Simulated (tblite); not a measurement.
A tight-binding relaxation on `c1(sc(cc1)C(Cl)=O)C(=O)Cl`.

Computed with GFN2-xTB geometry optimisation, gas phase (tblite 0.8.0). Start geometry: from a force field or distance geometry. The input is one job of a driver script: a line of settings, then coordinates in Å.

Command:
```bash
OMP_NUM_THREADS=1 python probes_run.py task.json out
```

Input:
```
{"job": {"kind": "relax", "xc": "GFN2-xTB", "basis": "xTB"}, "charge": 0, "multiplicity": 1}
O      3.292500     1.637100    -1.032600
C      2.727500     0.876300    -0.235400
Cl     3.705500     0.201000     1.087700
C      1.329500     0.477500    -0.280700
C      0.616200    -0.321400     0.499500
C     -0.634800    -0.503900     0.217400
C     -1.319800     0.195000    -1.004600
C     -2.689700    -0.436000    -0.717500
O     -3.199000    -1.174000     0.032800
Cl    -3.830400     0.197400    -2.006100
S      0.116900     0.852600    -1.294700
H      1.124400    -0.829800     1.393200
H     -1.243000    -1.171500     0.878200
```

Output:
```
step      E/eV     max force
  0    -929.33434   10.787
  1    -931.76379    5.571
  2    -932.70122    3.709
  3    -932.93104    1.987
  4    -933.09516    1.020
  5    -933.28471    1.294
  6    -933.37215    1.038
  7    -933.49159    1.030
  8    -933.57211    1.191
  9    -933.67787    0.904
... (19 lines left out)
 29    -934.17685    0.126
 30    -934.17780    0.119
 31    -934.17855    0.065
 32    -934.17894    0.060
 33    -934.17913    0.051
 34    -934.17927    0.040
 35    -934.17941    0.029
 36    -934.17949    0.024
 37    -934.17952    0.013
 38    -934.17953    0.008
```

«max force» is the largest atomic force in eV/Å.

Problem. From which step on does the largest force stay under 0.1 eV/Å, and how much energy is left to gain from there?

Solution. From step 31 (0.065 eV/Å), 1.0 meV above the end.

In short: energy lowered by 111.7 kcal/mol over 38 steps; largest atomic force 0.008 eV/Å at the end.

On one thread, Arm Neoverse V2 (aarch64), no GPU, shared host with 192 logical CPUs at a one-minute load of 81, this took 0.39 s wall.
Labels such as C1 count atoms from 1, the log's own numbers from 0.
